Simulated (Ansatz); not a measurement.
Geometry optimisation, RHF/def2-SVP (Ansatz 0.2.0).

input.yaml

```yaml
crystal:
  periodic: [false, false, false]
  atoms:
    - { symbol: Ta, position_ang: [-0.09197, -0.157476, 0.074033] }
    - { symbol: O, position_ang: [1.840102, -0.222022, 0.415195] }
    - { symbol: H, position_ang: [2.21665, -0.60395, 1.198293] }
    - { symbol: Cl, position_ang: [-0.347005, -0.881117, 2.310897] }
    - { symbol: Cl, position_ang: [0.403951, 0.504137, -2.108909] }
    - { symbol: Cl, position_ang: [-1.634461, 1.527128, 0.37192] }
    - { symbol: F, position_ang: [-0.88412, -1.710435, -0.517233] }
    - { symbol: Cl, position_ang: [1.807154, 2.892582, 0.847571] }
    - { symbol: H, position_ang: [2.553598, 1.872153, 0.460134] }
basis:
  gaussian: { orbitals: def2-SVP }
hamiltonian:
  xc: hf
relax:
  f_tol: 0.03
  max_steps: 50
```

Run as:

```bash
$ ansatz run input.yaml --threads 4 --pin off --max-ram 5120MiB --backend cpu --events-out ev --progress --plain --runs-dir out
```

Problem. Where does it end, and by what steps?

Solution. The run converged. The force dipped under the threshold on the way, but the program's further checks kept it going. After 33 steps the energy has fallen by 0.396 eV; Cl8 moved furthest, 1.91 Å.

| step | energy less start (eV) | largest force component (eV/Å) | accepted |
| --- | --- | --- | --- |
| 0 | 0.0000 | 1.694 | yes |
| 2 | -0.1634 | 0.659 | yes |
| 4 | -0.2046 | 0.500 | yes |
| 6 | -0.2496 | 0.124 | yes |
| 8 | -0.2154 | 1.574 | no |
| 10 | -0.2632 | 0.674 | no |
| 12 | -0.2747 | 0.204 | yes |
| 14 | -0.2919 | 0.211 | yes |
| 16 | -0.3026 | 0.252 | yes |
| 18 | -0.3176 | 0.387 | yes |
| 20 | -0.2939 | 1.178 | no |
| 22 | -0.3568 | 0.355 | yes |
| 24 | -0.3740 | 0.396 | yes |
| 26 | -0.3888 | 0.109 | yes |
| 28 | -0.3863 | 0.282 | no |
| 30 | -0.3940 | 0.110 | no |
| 32 | -0.3959 | 0.023 | yes |
| 33 | -0.3961 | 0.021 | yes |

```xyz
9
Properties=species:S:1:pos:R:3
Ta -0.345 -0.362 0.329
O 1.123 0.119 1.306
H 1.948 0.589 1.382
Cl -1.071 -1.970 1.879
Cl 0.334 1.070 -1.465
Cl -2.217 0.948 0.691
F -0.250 -1.732 -0.927
Cl 3.547 2.227 0.441
H 2.794 2.332 -0.584
```

Whether the end is a true minimum wasn't checked by a vibrational analysis.

Run time: 28 s on 4 threads of AMD EPYC 9R45 96-Core Processor (Zen 5) (shared host), peak memory 0.47 GiB.
